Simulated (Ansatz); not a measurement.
Level of theory: frozen-core CCSD(T)/cc-pVTZ // B3LYP-D3(BJ)/def2-TZVP (Ansatz, a quantum-chemistry and plane-wave program). The geometry is that of the parent before the electron was removed.

Ansatz 0.2 input:
```yaml
crystal:
  periodic: [false, false, false]
  atoms:
    - { symbol: N, position_ang: [-0.009743, 1.649569, 0.021843] }
    - { symbol: B, position_ang: [0.309701, 0.27268, 0.005311] }
    - { symbol: N, position_ang: [1.652765, -0.167925, -0.025069] }
    - { symbol: Si, position_ang: [-1.198433, -1.083313, 0.001759] }
    - { symbol: H, position_ang: [-0.954429, 1.987044, 0.057297] }
    - { symbol: H, position_ang: [0.676395, 2.387768, 0.010045] }
    - { symbol: H, position_ang: [2.447109, 0.452094, -0.037806] }
    - { symbol: H, position_ang: [1.910512, -1.137943, -0.022123] }
    - { symbol: H, position_ang: [-2.501095, -0.450549, 0.34567] }
    - { symbol: H, position_ang: [-1.365343, -1.723604, -1.331258] }
    - { symbol: H, position_ang: [-0.967443, -2.185819, 0.974331] }
basis:
  gaussian: { orbitals: cc-pVTZ }
correlation:
  method: ccsd_t
total_charge: 1
magnetization:
  spin_polarized: true
  initial_magnetization: 1
```

Output:

```
Functional definition: HF
1264 factors; integrals over basis functions are off by at most 1.2e-3 eV
mean field evaluation 1: about -11595.4005 eV, gradient 4.1e1 eV
mean field evaluation 2: about -11595.4068 eV, gradient 4.1e1 eV
mean field evaluation 4: about -11602.5289 eV, gradient 3.2e0 eV
mean field evaluation 8: about -11602.6653 eV, gradient 2.0e-1 eV
mean field evaluation 16: about -11602.6378 eV, gradient 9.7e-1 eV
mean field evaluation 32: about -11601.8992 eV, gradient 9.4e0 eV
mean field evaluation 64: about -11602.6397 eV, gradient 9.0e-1 eV
mean field evaluation 96: about -11600.8043 eV, gradient 7.1e-2 eV
mean field evaluation 128: about -11600.4625 eV, gradient 6.1e0 eV
mean field evaluation 160: about -11600.7773 eV, gradient 6.1e-1 eV
mean field evaluation 192: about -11600.9666 eV, gradient 6.6e-1 eV
mean field evaluation 224: about -11600.9344 eV, gradient 9.7e-1 eV
mean field -11603.63715290 eV, -426.4258001414 hartree, gradient 1.8e-6 eV, S^2 0.910692; 9 other end points of the search recorded, 0 dependent functions left out
determinant -11603.63715290 eV, -426.4258001414 hartree, with singles and doubles -11622.07495700 eV, -427.1033769443 hartree
determinant -11602.66644573 eV, -426.3901273106 hartree, with singles and doubles -11621.27705465 eV, -427.0740545740 hartree
determinant -11600.80443919 eV, -426.3216998325 hartree, with singles and doubles -11619.53693710 eV, -427.0101064335 hartree
determinant -11600.77575693 eV, -426.3206457790 hartree, with singles and doubles -11619.96803558 eV, -427.0259490104 hartree
8 core orbitals not correlated
reference -11603.63715290 eV, -426.4258001414 hartree; 12, 11 occupied and 202, 203 virtual orbitals, 1264 factors
second order -16.61658012 eV of doubles, -0.00000000 eV of singles
cycle   1  -18.14678723 eV  change    -1.4e0 eV  update   2.8e-2
cycle   2  -18.18565975 eV  change   -3.9e-2 eV  update   6.6e-3
cycle   3  -18.18560328 eV  change    5.6e-5 eV  update   2.8e-3
cycle   4  -18.18907093 eV  change   -3.5e-3 eV  update   1.2e-3
cycle   5  -18.19042014 eV  change   -1.3e-3 eV  update   6.9e-4
cycle   6  -18.19112138 eV  change   -7.0e-4 eV  update   4.0e-4
cycle   7  -18.19148013 eV  change   -3.6e-4 eV  update   2.7e-4
cycle   8  -18.19146121 eV  change    1.9e-5 eV  update   1.7e-4
cycle   9  -18.19129229 eV  change    1.7e-4 eV  update   9.5e-5
cycle  10  -18.19121631 eV  change    7.6e-5 eV  update   4.0e-5
cycle  11  -18.19122204 eV  change   -5.7e-6 eV  update   2.1e-5
perturbative correction -0.71137259 eV, -0.0261424605 hartree
Total energy: -11622.53974753 eV, -427.1204576815 hartree
```

Cost: very roughly 28 core-minutes.
